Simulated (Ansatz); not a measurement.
Calculated with Ansatz (gas phase, PBE0-D4/def2-TZVP geometries, no zero-point term in ΔE). CBS: MP2 limit from def2 TZ/QZ plus the TZ coupled-cluster correction, frozen cores. This one scheme is used for every species. DFT in def2-TZVPP. For Br, Se outer-core shells are correlated without core-valence functions, which leaves a few kJ/mol of doubt a bond. Scalar relativity is left out up to krypton. One conformer a species, not always the lowest.

Consider the ligand exchange at the Si–Se bond: `N[SiH]([SeH])Br` + CH₃OH → `CO[SiH](N)Br` + H₂Se.

CCSD(T)/CBS gives -42.7 kJ/mol.

**Question.** Another level gave -48.3 kJ/mol. Which?
A. SCS-MP2/def2-TZVPP
B. PBE0-D4/def2-TZVPP
C. HF/def2-TZVPP
D. r2SCAN-D4/def2-TZVPP

**Answer.** A. SCS-MP2/def2-TZVPP -48.3, r2SCAN-D4 -43.5, PBE0-D4 -34.3, HF/def2-TZVPP -59.1 kJ/mol.

Largest T1 diagnostic among the species: 0.009.

From PBE to PBE0 (25 % exact exchange), in def2-TZVPP and without D4, ΔE moves by −3.0 kJ/mol. In def2-TZVPP, CCSD(T) changes the Hartree–Fock value by +10.8 kJ/mol (the triples alone add +2.1 kJ/mol) and MP2 by +15.2 kJ/mol.
